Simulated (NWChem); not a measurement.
System: CH4F2OSn; SMILES [F][SnH]([F])[O]C

The following NWChem deck was run.

```
start job
memory heap 200 mb stack 900 mb global 1100 mb
geometry units angstroms noautoz
  Sn     0.108211    -0.316190     0.448437
  F      2.032676    -0.214578     0.483162
  F     -0.248975    -0.949666    -1.336630
  O     -0.592928     1.502733     0.571203
  C     -0.251200     2.494902    -0.369547
  H     -0.497534    -1.353821     1.638460
  H     -0.823351     3.403050    -0.121996
  H      0.822842     2.750969    -0.338039
  H     -0.507199     2.203662    -1.403864
end
basis spherical
  * library def2-svp
end
ecp
  Sn library def2-ecp
end
dft
  xc b3lyp
  iterations 150
  mulliken
end
task dft energy
```

Parts of the log:

```
             Northwest Computational Chemistry Package (NWChem) 7.3.0
             --------------------------------------------------------

 C1  symmetry detected

                             Geometry "geometry" -> ""
                             -------------------------

 Output coordinates in angstroms (scale by  1.889725989 to convert to a.u.)

  No.       Tag          Charge          X              Y              Z
 ---- ---------------- ---------- -------------- -------------- --------------
    1 Sn                  50.0000     0.00098194     0.37699138    -0.29910688
    2 F                    9.0000     1.46432666     0.90055645     0.84089233
    3 F                    9.0000    -1.54236125     0.78063813     0.78278913
    4 O                    8.0000     0.06944795    -1.56322180    -0.51366101
    5 C                    6.0000     0.01532839    -2.43460045     0.59266545
    6 H                    1.0000     0.00269759     1.21786656    -1.76631028
    7 H                    1.0000     0.00160758    -3.46620072     0.20668143
    8 H                    1.0000     0.89514576    -2.33042863     1.25236154
    9 H                    1.0000    -0.89379053    -2.28818032     1.20277348

 Effective nuclear repulsion energy (a.u.)     549.2801302770

                                 NWChem DFT Module
                                 -----------------

 Summary of "ao basis" -> "ao basis" (spherical)
 ------------------------------------------------------------------------------
       Tag                 Description            Shells   Functions and Types
 ---------------- ------------------------------  ------  ---------------------
 Sn                         def2-svp                10       26   4s4p2d
 F                          def2-svp                 6       14   3s2p1d
 O                          def2-svp                 6       14   3s2p1d
 C                          def2-svp                 6       14   3s2p1d
 H                          def2-svp                 3        5   2s1p

            General Information
            -------------------
          SCF calculation type: DFT
          Wavefunction type:  closed shell.
          No. of atoms     :     9
          No. of electrons :    58
           Alpha electrons :    29
            Beta electrons :    29
          Charge           :     0
          Spin multiplicity:     1
          Use of symmetry is: off; symmetry adaption is: off
          Maximum number of iterations: 150
          AO basis - number of functions:   102
                     number of shells:    46
          Convergence on energy requested:  1.00D-06
          Convergence on density requested:  1.00D-05
          Convergence on gradient requested:  5.00D-04

              XC Information
              --------------
                         B3LYP Method XC Potential
                     Hartree-Fock (Exact) Exchange  0.200
                        Slater Exchange Functional  0.800 local
                    Becke 1988 Exchange Functional  0.720 non-local
              Lee-Yang-Parr Correlation Functional  0.810
                  VWN I RPA Correlation Functional  0.190 local

             Grid Information
             ----------------
          Grid used for XC integration:  medium
          Radial quadrature: Mura-Knowles
          Angular quadrature: Lebedev.
          Tag              B.-S. Rad. Rad. Pts. Rad. Cut. Ang. Pts.
          ---              ---------- --------- --------- ---------
          Sn                  1.45      123          11.0       590
          F                   0.50       49          12.0       434
          O                   0.60       49           9.0       434
          C                   0.70       49          11.0       434
          H                   0.35       45          12.0       434
          Grid pruning is: on
          Number of quadrature shells:   499
          Spatial weights used:  Erf1

      Superposition of Atomic Density Guess
      -------------------------------------

 Sum of atomic energies:        -561.99384617

      Non-variational initial energy
      ------------------------------

 Total energy =    -527.096509
 1-e energy   =   -1404.134978
 2-e energy   =     578.751438
 HOMO         =      -0.378958
 LUMO         =      -0.047096

     ---------------------------------------------
      Total Density - Mulliken Population Analysis
     ---------------------------------------------

    Atom       Charge   Shell Charges
 -----------   ------   -------------------------------------------------------
    1 Sn  22    20.03   1.60  0.41  0.78  0.24  3.27  2.73  0.65  0.23  9.78  0.35
    2 F    9     9.72   1.99  1.15  0.81  3.54  2.22  0.00
    3 F    9     9.72   1.99  1.15  0.81  3.54  2.22  0.00
    4 O    8     8.91   1.99  1.10  0.72  3.02  2.06  0.01
    5 C    6     5.87   1.99  0.92  0.22  1.84  0.85  0.05
    6 H    1     0.97   0.57  0.39  0.01
    7 H    1     0.93   0.69  0.21  0.02
    8 H    1     0.93   0.69  0.22  0.02
    9 H    1     0.93   0.69  0.22  0.02

   convergence    iter        energy       DeltaE   RMS-Dens  Diis-err
 ---------------- ----- ----------------- --------- --------- ---------
 d= 0,ls=0.0,diis     1   -529.4189892706 -8.28D+02  2.35D-02  1.26D+00
 d= 0,ls=0.0,diis     2   -529.1494715461  2.70D-01  1.27D-02  4.64D+00
 d= 0,ls=0.0,diis     3   -529.5801155553 -4.31D-01  1.23D-03  1.34D-02
 d= 0,ls=0.0,diis     4   -529.5802370883 -1.22D-04  7.14D-04  1.30D-02
 d= 0,ls=0.0,diis     5   -529.5813378417 -1.10D-03  2.44D-04  1.35D-03
  Resetting Diis
 d= 0,ls=0.0,diis     6   -529.5814605582 -1.23D-04  6.52D-05  7.48D-05
 d= 0,ls=0.0,diis     7   -529.5814699025 -9.34D-06  1.85D-05  1.71D-06
 d= 0,ls=0.0,diis     8   -529.5814698414  6.11D-08  1.05D-05  2.13D-06
 d= 0,ls=0.0,diis     9   -529.5814700971 -2.56D-07  1.78D-06  7.05D-08

         Total DFT energy =     -529.581470097149
      One electron energy =    -1407.041106081726
           Coulomb energy =      633.841850415468
    Exchange-Corr. energy =      -54.669244805106
 Nuclear repulsion energy =      298.287030374215

 Numeric. integr. density =       57.999983543994

                       DFT Final Molecular Orbital Analysis
                       ------------------------------------

 Vector   27  Occ=2.000000D+00  E=-3.733450D-01
              MO Center= -7.2D-03,  7.9D-01,  7.4D-02, r^2= 3.6D+00
   Bfn.  Coefficient  Atom+Function         Bfn.  Coefficient  Atom+Function
  ----- ------------  ---------------      ----- ------------  ---------------
    32      0.365023  2 F  pz                46      0.359535  3 F  pz
    84     -0.260912  6 H  s                 83     -0.258174  6 H  s
    35     -0.252855  2 F  pz                49     -0.249042  3 F  pz
    13      0.157881  1 Sn pz                31     -0.137415  2 F  py
    45     -0.134758  3 F  py                19      0.112337  1 Sn d  0

 Vector   28  Occ=2.000000D+00  E=-3.138611D-01
              MO Center=  2.8D-02, -1.7D+00, -1.3D-01, r^2= 2.5D+00
   Bfn.  Coefficient  Atom+Function         Bfn.  Coefficient  Atom+Function
  ----- ------------  ---------------      ----- ------------  ---------------
    60      0.376433  4 O  pz                59      0.309797  4 O  py
    63      0.290965  4 O  pz                88      0.242908  7 H  s
    62      0.216288  4 O  py                12     -0.187154  1 Sn py
     3      0.182629  1 Sn s                 74     -0.182448  5 C  pz
    73     -0.143648  5 C  py                98     -0.143619  9 H  s

 Vector   29  Occ=2.000000D+00  E=-2.957255D-01
              MO Center=  6.4D-02, -1.7D+00, -7.3D-02, r^2= 1.7D+00
   Bfn.  Coefficient  Atom+Function         Bfn.  Coefficient  Atom+Function
  ----- ------------  ---------------      ----- ------------  ---------------
    58      0.550352  4 O  px                61      0.422291  4 O  px
    93     -0.220197  8 H  s                 72     -0.204403  5 C  px
    98      0.202864  9 H  s                 94     -0.151843  8 H  s
    99      0.141929  9 H  s                 14      0.080271  1 Sn px
    17      0.074824  1 Sn d -2              32     -0.061926  2 F  pz

 Vector   30  Occ=0.000000D+00  E=-6.880294D-02
              MO Center=  2.3D-03,  3.8D-01, -3.7D-01, r^2= 3.7D+00
   Bfn.  Coefficient  Atom+Function         Bfn.  Coefficient  Atom+Function
  ----- ------------  ---------------      ----- ------------  ---------------
     4      0.772482  1 Sn s                  3      0.723317  1 Sn s
    84     -0.623045  6 H  s                 57     -0.317229  4 O  s
     2     -0.288506  1 Sn s                 83     -0.284749  6 H  s
     1     -0.226855  1 Sn s                 59     -0.217801  4 O  py
    62     -0.213680  4 O  py                29     -0.205403  2 F  s

 Vector   31  Occ=0.000000D+00  E=-5.751728D-03
              MO Center=  2.3D-02,  3.1D-01, -5.4D-01, r^2= 4.2D+00
   Bfn.  Coefficient  Atom+Function         Bfn.  Coefficient  Atom+Function
  ----- ------------  ---------------      ----- ------------  ---------------
    14      0.807902  1 Sn px                11      0.404805  1 Sn px
    43      0.243615  3 F  s                 29     -0.225932  2 F  s
    25      0.172507  1 Sn d  1              58     -0.163634  4 O  px
    46      0.150808  3 F  pz                32     -0.149676  2 F  pz
    61     -0.146286  4 O  px                20     -0.140664  1 Sn d  1

[...]
```

Level: B3LYP/def2-SVP with def2 effective core potentials on Sn. The geometry was optimised at PBE0/def2-SVP. No frequency run checked for a minimum. def2 effective core potentials on Sn; no spin-orbit coupling.
